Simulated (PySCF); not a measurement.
C₈H₈O₂.
Atom-mapped SMILES: `[O:1]=[C:2]([OH:3])[C:4]1=[CH:5][CH:6]=[CH:7][CH2:8][CH:9]=[CH:10]1` (hydrogens: H11 on O3; H12 on C5; H13 on C6; H14 on C7; H15, H16 on C8; H17 on C9; H18 on C10)

Computed with PySCF 2.14.0, PBE0-D3(BJ)/def2-SVP geometry optimisation, gas phase.

(1) What internal coordinates does the optimisation give?

Results:

(1) 
```json
{"bond": "O1=C2", "length (bohr)": "2.280"}
{"bond": "C2–O3", "length (bohr)": "2.536"}
{"bond": "C2–C4", "length (bohr)": "2.816"}
{"bond": "C4=C5", "length (bohr)": "2.593"}
{"bond": "C5–C6", "length (bohr)": "2.711"}
{"bond": "C6=C7", "length (bohr)": "2.558"}
{"bond": "C7–C8", "length (bohr)": "2.830"}
{"bond": "C8–C9", "length (bohr)": "2.834"}
{"bond": "C9=C10", "length (bohr)": "2.551"}
{"bond": "C4–C10", "length (bohr)": "2.735"}
{"bond": "O3–H11", "length (bohr)": "1.831"}
{"bond": "C5–H12", "length (bohr)": "2.069"}
{"bond": "C6–H13", "length (bohr)": "2.069"}
{"bond": "C7–H14", "length (bohr)": "2.069"}
{"bond": "C8–H15, C8–H16", "length (bohr)": "2.081"}
{"bond": "C9–H17", "length (bohr)": "2.068"}
{"bond": "C10–H18", "length (bohr)": "2.065"}
```

Bonds in one row agree within 0.02 bohr and their mean is given. A selection of angles:
```json
{"angle": "O1–C2–O3", "degrees": "121.9"}
{"angle": "O1–C2–C4", "degrees": "125.2"}
{"angle": "O3–C2–C4", "degrees": "112.9"}
{"angle": "C2–O3–H11", "degrees": "106.0"}
{"angle": "C2–C4–C5", "degrees": "115.4"}
{"angle": "C2–C4–C10", "degrees": "119.3"}
{"angle": "C5–C4–C10", "degrees": "124.8"}
{"angle": "C4–C5–C6", "degrees": "125.9"}
{"angle": "C4–C5–H12", "degrees": "115.4"}
{"angle": "C6–C5–H12", "degrees": "118.2"}
{"angle": "C5–C6–C7", "degrees": "125.0"}
{"angle": "C5–C6–H13", "degrees": "116.5"}
{"angle": "C7–C6–H13", "degrees": "118.6"}
{"angle": "C6–C7–C8", "degrees": "121.6"}
{"angle": "C6–C7–H14", "degrees": "119.3"}
{"angle": "C8–C7–H14", "degrees": "119.1"}
{"angle": "C7–C8–C9", "degrees": "106.6"}
{"angle": "C7–C8–H15", "degrees": "111.5"}
{"angle": "C7–C8–H16", "degrees": "109.6"}
{"angle": "C9–C8–H15", "degrees": "111.5"}
{"angle": "C9–C8–H16", "degrees": "109.7"}
{"angle": "H15–C8–H16", "degrees": "108.0"}
{"angle": "C8–C9–C10", "degrees": "121.9"}
{"angle": "C8–C9–H17", "degrees": "118.9"}
{"angle": "C10–C9–H17", "degrees": "119.2"}
{"angle": "C9–C10–H18", "degrees": "118.9"}
{"angle": "C4–C10–C9", "degrees": "124.7"}
{"angle": "C4–C10–H18", "degrees": "116.4"}
```

Dihedral angles: O1–C2–C4–C5 8° (synperiplanar); C2–C4–C5–C6 173° (antiperiplanar); C4–C5–C6–C7 32° (synclinal); C5–C6–C7–C8 8° (synperiplanar); C6–C7–C8–C9 -68° (synclinal); C7–C8–C9–C10 69° (synclinal); C8–C9–C10–C4 -8° (synperiplanar); C2–C4–C10–C9 156° (antiperiplanar); H11–O3–C2–O1 0° (synperiplanar). The mirror-image conformer, all signs reversed, is as good.

The C–C distances run from 1.350 Å (C9=C10, drawn double) to 1.500 Å (C8–C9, drawn single), a spread of 0.150 Å. The 7-membered ring C4–C5–C6–C7–C8–C9–C10 has internal angles of 106.6° to 125.9° (sum 850°, against 900° for a flat polygon); it is puckered, 0.30 Å rms from its mean plane, widest ring torsion 69°. Of the pairs four or more bonds apart, O1···H12 is among the closest relative to their van der Waals radii: 2.36 Å, 87 % of the sum of Bondi's values. The C–O distances run from 1.206 Å (O1=C2, drawn double) to 1.342 Å (C2–O3, drawn single), a spread of 0.136 Å.

Point group: C1 (no symmetry element, even within 0.4 Å). No frequency check. The numbers are those of one conformer (O1–C2–O3–H 0°, O1–C2–C4–C5 8°, C4–C5–C6–C7 32°, C6–C7–C8–C9 -68°, C7–C8–C9–C10 69°, C2–C4–C10–C9 156°).
